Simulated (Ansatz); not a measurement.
`C=C[NH][GaH2]`, charge 0, multiplicity 1.

Question: Give a relaxed structure at PBE0-D4/def2-TZVP (the Gaussian-basis code of Ansatz). (Best estimate.)

Answer: The calculation gave: 
Z-matrix (Å, degrees):
```
C
C 1 1.334
H 1 1.085 2 121.9
H 1 1.081 2 120.3 3 180.0
N 2 1.379 1 126.7 3 -0.0
H 2 1.088 1 119.5 3 180.0
Ga 5 1.834 2 127.0 1 -180.0
H 5 1.010 2 113.3 1 0.0
H 7 1.558 5 115.5 2 -0.0
H 7 1.557 5 115.6 2 180.0
```
Point group Cs.
This is one stationary point; other conformers may exist.
